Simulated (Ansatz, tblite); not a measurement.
Forces on BH2(iPr) (C3H9B) at its PBE0-D4/def2-SVP geometry. The state is a singlet with charge 0.

The xTB rows come from tblite. Another isomer (singlet) lies 1.23 eV lower at PBE0-D4/def2-TZVP; other spin states weren't run for this one.

GFN1-xTB (tblite), largest force 1.02 eV/Å:

```xyz
13
positions Å, forces eV/Å
B    -0.854   -0.624   -1.247   -0.525   -0.426   -0.190
C     0.083    0.086   -0.236    0.255    0.281   -0.950
C     1.095   -0.781    0.507    0.296   -0.340    0.540
C    -0.534    1.167    0.647   -0.242    0.303    0.587
H    -1.862   -0.078   -1.640    0.447   -0.255    0.140
H    -0.528   -1.676   -1.754   -0.159    0.473    0.192
H     0.639    0.611   -1.066    0.040    0.001    0.456
H     1.574   -1.514   -0.160   -0.182    0.276    0.093
H     0.600   -1.346    1.314    0.081    0.180   -0.244
H     1.888   -0.177    0.976   -0.261   -0.109   -0.211
H     0.234    1.801    1.118   -0.169   -0.219   -0.219
H    -1.214    1.820    0.080    0.245   -0.235    0.056
H    -1.121    0.712    1.462    0.174    0.070   -0.252
```

GFN2-xTB (tblite), largest force 1.24 eV/Å:

```
B -0.771 -0.590 -0.767
C 0.202 0.215 -0.641
C 0.284 -0.225 0.471
C -0.136 0.278 0.508
H 0.742 -0.418 0.303
H -0.254 0.776 0.388
H -0.002 -0.034 0.443
H -0.223 0.341 0.187
H 0.124 0.235 -0.314
H -0.285 -0.157 -0.196
H -0.219 -0.235 -0.201
H 0.308 -0.294 0.141
H 0.231 0.107 -0.323
```

PBE-D4/def2-TZVP (Ansatz), largest force 0.30 eV/Å:

```
B -0.039 -0.026 -0.095
C -0.181 -0.137 -0.197
C 0.173 -0.117 0.119
C -0.075 0.180 0.141
H 0.118 -0.061 0.051
H -0.035 0.123 0.064
H 0.039 0.035 -0.040
H -0.022 0.026 0.016
H 0.008 0.028 -0.027
H -0.020 -0.011 -0.007
H -0.015 -0.017 -0.007
H 0.023 -0.028 0.011
H 0.027 0.005 -0.028
```
